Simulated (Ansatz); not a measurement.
Ansatz (an electronic-structure program) input for Bi(H)2(Et) (C2H7Bi), SMILES [BiH2][CH2]C, PBE0-D3(BJ)/def2-SVP. 

Ansatz 0.2 input:
```yaml
crystal:
  periodic: [false, false, false]
  atoms:
    - {symbol: Bi, position_ang: [-0.28155185, 0.15027710, 0.34131598]}
    - {symbol: H, position_ang: [-1.43942494, -0.63138675, -0.75336982]}
    - {symbol: H, position_ang: [-0.25313400, 1.54825667, -0.75234465]}
    - {symbol: C, position_ang: [1.48333575, -0.81650227, -0.75126375]}
    - {symbol: C, position_ang: [1.37087616, -0.70974050, -2.25830404]}
    - {symbol: H, position_ang: [1.52394504, -1.86008337, -0.44678209]}
    - {symbol: H, position_ang: [2.39082428, -0.32780324, -0.40243130]}
    - {symbol: H, position_ang: [1.33704111, 0.33320825, -2.56320359]}
    - {symbol: H, position_ang: [0.46159732, -1.19339094, -2.60596372]}
    - {symbol: H, position_ang: [2.22268334, -1.18434370, -2.74772409]}
basis:
  gaussian:
    orbitals: def2-SVP
hamiltonian:
  xc: pbe0
  dispersion: d3bj
relax: {f_tol: 0.002, max_steps: 200}
```

It prints:

```
WARN ansatz: RAYON_NUM_THREADS=1 ignored (pool sized by the plan → 1); use --threads N
Functional definition: PBE0
integrals: 0.05 GiB planned
1076 factors; integrals over basis functions are off by at most 3.7e-4 eV
mean field: 0.34 GiB planned
mean field evaluation 1: about -8017.0135 eV, gradient 4.9e1 eV
mean field evaluation 2: about -8009.2399 eV, gradient 7.0e1 eV
mean field evaluation 4: about -8023.5165 eV, gradient 3.6e0 eV
mean field evaluation 8: about -8023.5726 eV, gradient 6.9e-2 eV
mean field evaluation 16: about -8023.5727 eV, gradient 1.6e-5 eV
mean field -8023.57265116 eV, -294.8608563572 hartree, gradient 1.6e-5 eV, S^2 0.000000; 0 other end points of the search recorded, 0 dependent functions left out
the calculation of the forces begins
reference -8023.57267799 eV, -294.8608573433 hartree; 21, 21 occupied and 68, 68 virtual orbitals, 1076 factors
relax step   1: F+E_penalty+E_count = -8023.75236793 eV  Δ(F+E_penalty+E_count) = +0.000e0 eV  max|allowed force component| = 5.281e-1 eV/Å  Δτ_max = 0.0000 Å  (25 SCF iters, accepted)
these checks for a lower state are left out or cut short: starts, cluster_reference, orbital_swaps, neighbouring_geometries, increment
integrals: 0.05 GiB planned
1076 factors; integrals over basis functions are off by at most 4.0e-4 eV
mean field: 0.34 GiB planned
mean field -8023.56431399 eV, -294.8605499718 hartree, gradient 1.9e-5 eV, S^2 0.000000; 0 other end points of the search recorded, 0 dependent functions left out
the calculation of the forces begins
reference -8023.56434109 eV, -294.8605509678 hartree; 21, 21 occupied and 68, 68 virtual orbitals, 1076 factors
relax step   2: F+E_penalty+E_count = -8023.74073432 eV  Δ(F+E_penalty+E_count) = +1.163e-2 eV  max|allowed force component| = 6.574e-1 eV/Å  Δτ_max = 0.1272 Å  (27 SCF iters, rejected (line search))
these checks for a lower state are left out or cut short: starts, cluster_reference, orbital_swaps, neighbouring_geometries, increment
integrals: 0.05 GiB planned
1076 factors; integrals over basis functions are off by at most 4.0e-4 eV
mean field: 0.34 GiB planned
mean field -8023.61129989 eV, -294.8622766719 hartree, gradient 1.6e-5 eV, S^2 0.000000; 0 other end points of the search recorded, 0 dependent functions left out
the calculation of the forces begins
reference -8023.61132694 eV, -294.8622776658 hartree; 21, 21 occupied and 68, 68 virtual orbitals, 1076 factors
relax step   3: F+E_penalty+E_count = -8023.78923974 eV  Δ(F+E_penalty+E_count) = -3.687e-2 eV  max|allowed force component| = 2.928e-1 eV/Å  Δτ_max = 0.0615 Å  (29 SCF iters, accepted)
these checks for a lower state are left out or cut short: starts, cluster_reference, orbital_swaps, neighbouring_geometries, increment
integrals: 0.05 GiB planned
1076 factors; integrals over basis functions are off by at most 4.0e-4 eV
mean field: 0.34 GiB planned
mean field evaluation 32: about -8023.6131 eV, gradient 3.1e-1 eV
mean field -8023.61342993 eV, -294.8623549495 hartree, gradient 1.4e-5 eV, S^2 0.000000; 0 other end points of the search recorded, 0 dependent functions left out
the calculation of the forces begins
reference -8023.61345700 eV, -294.8623559442 hartree; 21, 21 occupied and 68, 68 virtual orbitals, 1076 factors
relax step   4: F+E_penalty+E_count = -8023.79127762 eV  Δ(F+E_penalty+E_count) = -2.038e-3 eV  max|allowed force component| = 1.535e-1 eV/Å  Δτ_max = 0.0118 Å  (23 SCF iters, accepted)
these checks for a lower state are left out or cut short: starts, cluster_reference, orbital_swaps, neighbouring_geometries, increment
integrals: 0.05 GiB planned
1076 factors; integrals over basis functions are off by at most 4.0e-4 eV
mean field: 0.34 GiB planned
mean field -8023.61404936 eV, -294.8623777129 hartree, gradient 2.0e-5 eV, S^2 0.000000; 0 other end points of the search recorded, 0 dependent functions left out
the calculation of the forces begins
reference -8023.61407644 eV, -294.8623787083 hartree; 21, 21 occupied and 68, 68 virtual orbitals, 1076 factors
relax step   5: F+E_penalty+E_count = -8023.79173429 eV  Δ(F+E_penalty+E_count) = -4.567e-4 eV  max|allowed force component| = 2.379e-2 eV/Å  Δτ_max = 0.0128 Å  (23 SCF iters, accepted)
these checks for a lower state are left out or cut short: starts, cluster_reference, orbital_swaps, neighbouring_geometries, increment
integrals: 0.05 GiB planned
1076 factors; integrals over basis functions are off by at most 4.0e-4 eV
mean field: 0.34 GiB planned
mean field -8023.61410074 eV, -294.8623796013 hartree, gradient 1.9e-5 eV, S^2 0.000000; 0 other end points of the search recorded, 0 dependent functions left out
the calculation of the forces begins
reference -8023.61412783 eV, -294.8623805967 hartree; 21, 21 occupied and 68, 68 virtual orbitals, 1076 factors
relax step   6: F+E_penalty+E_count = -8023.79180156 eV  Δ(F+E_penalty+E_count) = -6.726e-5 eV  max|allowed force component| = 4.813e-3 eV/Å  Δτ_max = 0.0096 Å  (22 SCF iters, accepted)
these checks for a lower state are left out or cut short: starts, cluster_reference, orbital_swaps, neighbouring_geometries, increment
integrals: 0.05 GiB planned
1076 factors; integrals over basis functions are off by at most 4.0e-4 eV
mean field: 0.34 GiB planned
mean field -8023.61410629 eV, -294.8623798052 hartree, gradient 6.9e-6 eV, S^2 0.000000; 0 other end points of the search recorded, 0 dependent functions left out
the calculation of the forces begins
reference -8023.61413338 eV, -294.8623808008 hartree; 21, 21 occupied and 68, 68 virtual orbitals, 1076 factors
relax step   7: F+E_penalty+E_count = -8023.79181574 eV  Δ(F+E_penalty+E_count) = -1.418e-5 eV  max|allowed force component| = 5.401e-4 eV/Å  Δτ_max = 0.0052 Å  (22 SCF iters, accepted)
these checks for a lower state are left out or cut short: starts, cluster_reference, orbital_swaps, neighbouring_geometries, increment
integrals: 0.05 GiB planned
1076 factors; integrals over basis functions are off by at most 4.0e-4 eV
mean field: 0.34 GiB planned
mean field -8023.61410919 eV, -294.8623799117 hartree, gradient 1.6e-5 eV, S^2 0.000000; 0 other end points of the search recorded, 0 dependent functions left out
the calculation of the forces begins
reference -8023.61413628 eV, -294.8623809073 hartree; 21, 21 occupied and 68, 68 virtual orbitals, 1076 factors
relax step   8: F+E_penalty+E_count = -8023.79182313 eV  Δ(F+E_penalty+E_count) = -7.386e-6 eV  max|allowed force component| = 2.009e-3 eV/Å  Δτ_max = 0.0078 Å  (21 SCF iters, accepted)
these checks for a lower state are left out or cut short: starts, cluster_reference, orbital_swaps, neighbouring_geometries, increment
integrals: 0.05 GiB planned
1076 factors; integrals over basis functions are off by at most 4.0e-4 eV
mean field: 0.34 GiB planned
mean field evaluation 64: about -8023.6141 eV, gradient 6.4e-5 eV
mean field -8023.61411081 eV, -294.8623799714 hartree, gradient 6.4e-5 eV, S^2 0.000000; 0 other end points of the search recorded, 0 dependent functions left out
the calculation of the forces begins
reference -8023.61413791 eV, -294.8623809670 hartree; 21, 21 occupied and 68, 68 virtual orbitals, 1076 factors
relax step   9: F+E_penalty+E_count = -8023.79182102 eV  Δ(F+E_penalty+E_count) = +2.110e-6 eV  max|allowed force component| = 2.924e-3 eV/Å  Δτ_max = 0.0027 Å  (19 SCF iters, rejected (line search))
these checks for a lower state are left out or cut short: starts, cluster_reference, orbital_swaps, neighbouring_geometries, increment
integrals: 0.05 GiB planned
1076 factors; integrals over basis functions are off by at most 4.0e-4 eV
mean field: 0.34 GiB planned
mean field -8023.61411631 eV, -294.8623801735 hartree, gradient 4.3e-5 eV, S^2 0.000000; 0 other end points of the search recorded, 0 dependent functions left out
the calculation of the forces begins
reference -8023.61414341 eV, -294.8623811692 hartree; 21, 21 occupied and 68, 68 virtual orbitals, 1076 factors
relax step  10: F+E_penalty+E_count = -8023.79182372 eV  Δ(F+E_penalty+E_count) = -5.966e-7 eV  max|allowed force component| = 7.382e-4 eV/Å  Δτ_max = 0.0013 Å  (18 SCF iters, accepted)
integrals: 0.05 GiB planned
1076 factors; integrals over basis functions are off by at most 4.0e-4 eV
mean field: 0.34 GiB planned
mean field -8023.61411631 eV, -294.8623801735 hartree, gradient 4.3e-5 eV, S^2 0.000000; 1 other end points of the search recorded, 0 dependent functions left out
the calculation of the forces begins
reference -8023.61414341 eV, -294.8623811692 hartree; 21, 21 occupied and 68, 68 virtual orbitals, 1076 factors
Total energy: -8023.79185082 eV, -294.8689117960 hartree
Atom 0 at    -0.278347     0.133603     0.366998 Å, force     0.000284    -0.000074     0.000029 eV/Å
Atom 1 at    -1.480612    -0.631092    -0.733144 Å, force     0.000376     0.000338    -0.000091 eV/Å
Atom 2 at    -0.247504     1.597127    -0.680695 Å, force    -0.000103    -0.000497    -0.000056 eV/Å
Atom 3 at     1.472268    -0.808453    -0.768893 Å, force    -0.000579     0.000335    -0.000498 eV/Å
Atom 4 at     1.383400    -0.723533    -2.279132 Å, force     0.000097    -0.000048     0.000738 eV/Å
Atom 5 at     1.512113    -1.851691    -0.417540 Å, force    -0.000138    -0.000630     0.000379 eV/Å
Atom 6 at     2.370050    -0.301681    -0.380879 Å, force     0.000394     0.000413     0.000443 eV/Å
Atom 7 at     1.342271     0.320530    -2.625882 Å, force     0.000003     0.000617    -0.000351 eV/Å
Atom 8 at     0.484009    -1.229575    -2.662549 Å, force    -0.000503    -0.000387    -0.000370 eV/Å
Atom 9 at     2.258543    -1.196745    -2.758356 Å, force     0.000169    -0.000067    -0.000223 eV/Å
Dipole moment:     0.136104    -0.077917     0.110210 e Å
```

The run converged.

Cost: about 40 core-seconds (a rough figure).
